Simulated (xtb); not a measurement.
C2H6N, doublet, geometry from GFN2-xTB; GFN1-xTB (xtb 6.7.1).

The xtb input:
```
$ xtb mol.xyz --gfn 1 --uhf 1 --acc 0.0001 --json

# file mol.xyz
9

C      1.23129600    -0.25669769    -0.09655273
C     -0.05799116     0.17393746     0.49940779
N     -1.20100732     0.14966202    -0.31016964
H      1.64723200     0.48863493    -0.78864494
H      1.96813276    -0.42204686     0.68733552
H      1.10338449    -1.18365188    -0.65721155
H     -0.05524989     0.94758192     1.24931036
H     -2.06668125     0.26362547     0.19896649
H     -1.22959588    -0.64521633    -0.93569883
```

Output, abridged:

```
   ID    Z sym.   atoms
    1    6 C      1, 2
    2    7 N      3
    3    1 H      4-9

           -------------------------------------------------
          |                Calculation Setup                |
           -------------------------------------------------

           -------------------------------------------------
          |                 G F N 1 - x T B                 |
           -------------------------------------------------

          ...................................................
          :                      SETUP                      :
          :.................................................:
          :  # basis functions                  24          :
          :  # atomic orbitals                  24          :
          :  # shells                           18          :
          :  # electrons                        19          :
          :  # halogen bonds                     0          :
          :  max. iterations                   250          :
          :  Hamiltonian                  GFN1-xTB          :
          :  restarted?                      false          :
          :  GBSA solvation                  false          :
          :  PC potential                    false          :
          :  electronic temp.          300.0000000     K    :
          :  accuracy                    0.0001000          :
          :  -> integral cutoff          0.6500000E+02      :
          :  -> integral neglect         0.1000000E-11      :
          :  -> SCF convergence          0.1000000E-09 Eh   :
          :  -> wf. convergence          0.2000000E-08 e    :
          :  Broyden damping             0.4000000          :
          :  net charge                          0          :
          :  unpaired electrons                  1          :
          ...................................................

 iter      E             dE          RMSdq      gap      omega  full diag
   1    -10.7201475 -0.107201E+02  0.750E+00    3.64       0.0  T
   2    -10.7324440 -0.122965E-01  0.449E+00    4.35       1.0  T
   3    -10.7330157 -0.571705E-03  0.493E-01    4.84       1.0  T
   4    -10.7334272 -0.411427E-03  0.909E-02    4.70       1.0  T
   5    -10.7334553 -0.281157E-04  0.702E-03    4.65       4.7  T
   6    -10.7334554 -0.105182E-06  0.172E-03    4.66      19.3  T
   7    -10.7334554 -0.655300E-08  0.129E-04    4.66     257.7  T
   8    -10.7334554 -0.148571E-09  0.272E-05    4.66    1223.9  T
   9    -10.7334554 -0.191669E-11  0.623E-06    4.66    5353.0  T
  10    -10.7334554 -0.113687E-12  0.333E-06    4.66   10012.5  T
  11    -10.7334554 -0.106581E-13  0.240E-07    4.66  100000.0  T
  12    -10.7334554  0.000000E+00  0.103E-08    4.66  100000.0  T
  13    -10.7334554 -0.532907E-14  0.388E-09    4.66  100000.0  T

   *** convergence criteria satisfied after 13 iterations ***

         :::::::::::::::::::::::::::::::::::::::::::::::::::::
         ::                     SUMMARY                     ::
         :::::::::::::::::::::::::::::::::::::::::::::::::::::
         :: total energy             -10.599502256367 Eh    ::
         :: gradient norm              0.011378987609 Eh/a0 ::
         :: HOMO-LUMO gap              4.655089870312 eV    ::
         ::.................................................::
         :: SCC energy               -10.733455379103 Eh    ::
         :: -> electrostatic           0.013046774216 Eh    ::
         :: repulsion energy           0.135873463938 Eh    ::
         :: dispersion energy         -0.001920341203 Eh    ::
         :: halogen bond corr.         0.000000000000 Eh    ::
         :: add. restraining           0.000000000000 Eh    ::
         :: total charge              -0.000000000000 e     ::
         :::::::::::::::::::::::::::::::::::::::::::::::::::::

           -------------------------------------------------
          |                Property Printout                |
           -------------------------------------------------

    * Orbital Energies and Occupations

         #    Occupation            Energy/Eh            Energy/eV
      -------------------------------------------------------------
         1        2.0000           -0.7590281             -20.6542
         2        2.0000           -0.6289397             -17.1143
         3        2.0000           -0.5888136             -16.0224
         4        2.0000           -0.5664469             -15.4138
         5        2.0000           -0.5295157             -14.4089
         6        2.0000           -0.5167688             -14.0620
         7        2.0000           -0.4906080             -13.3501
         8        2.0000           -0.4743263             -12.9071
         9        2.0000           -0.4504294             -12.2568
        10        1.0000           -0.2909884              -7.9182 (HOMO)
        11                         -0.1199170              -3.2631 (LUMO)
        12                         -0.1158393              -3.1521
        13                         -0.0833004              -2.2667
        14                         -0.0523498              -1.4245
        15                         -0.0490637              -1.3351
        16                         -0.0383223              -1.0428
        17                          0.1547244               4.2103
        18                          0.1963373               5.3426
        19                          0.2520129               6.8576
        20                          0.2768716               7.5341
        21                          0.3166654               8.6169
       ...                                ...                  ...
        24                          0.5256706              14.3042
      -------------------------------------------------------------
                  HL-Gap            0.1710714 Eh            4.6551 eV
             Fermi-level           -0.2880808 Eh           -7.8391 eV

  Mulliken/CM5 charges         n(s)   n(p)   n(d)
     1C    -0.07943 -0.22147   1.002  3.077  0.000
     2C    -0.00922 -0.01428   1.036  2.973  0.000
     3N    -0.40319 -0.85570   1.442  3.962  0.000
     4H     0.03114  0.08294   0.969  0.000  0.000
     5H     0.02421  0.07644   0.976  0.000  0.000
     6H     0.02093  0.07518   0.979  0.000  0.000
     7H     0.01093  0.07574   0.989  0.000  0.000
     8H     0.20328  0.39131   0.797  0.000  0.000
     9H     0.20134  0.38982   0.799  0.000  0.000

Wiberg/Mayer (AO) data.
largest (>0.10) Wiberg bond orders for each atom

 ---------------------------------------------------------------------------
     #   Z sym  total        # sym  WBO       # sym  WBO       # sym  WBO
 ---------------------------------------------------------------------------
     1   6 C    3.997 --     2 C    1.054     5 H    0.983     6 H    0.981
                             4 H    0.958
     2   6 C    3.381 --     3 N    1.263     1 C    1.054     7 H    0.985
     3   7 N    3.179 --     2 C    1.263     9 H    0.942     8 H    0.939
     4   1 H    1.005 --     1 C    0.958
     5   1 H    1.013 --     1 C    0.983
     6   1 H    1.010 --     1 C    0.981
     7   1 H    1.007 --     2 C    0.985
     8   1 H    0.974 --     3 N    0.939
     9   1 H    0.972 --     3 N    0.942
 ---------------------------------------------------------------------------

Topologies differ in total number of bonds
Writing topology from bond orders to xtbtopo.mol

 dipole moment from electron density (au)
     X       Y       Z
  -0.4093  -0.3497  -0.1000  total (Debye):    1.392

           -------------------------------------------------
          | TOTAL ENERGY              -10.599502256367 Eh   |
          | GRADIENT NORM               0.011378987609 Eh/α |
          | HOMO-LUMO GAP               4.655089870312 eV   |
           -------------------------------------------------

normal termination of xtb
```
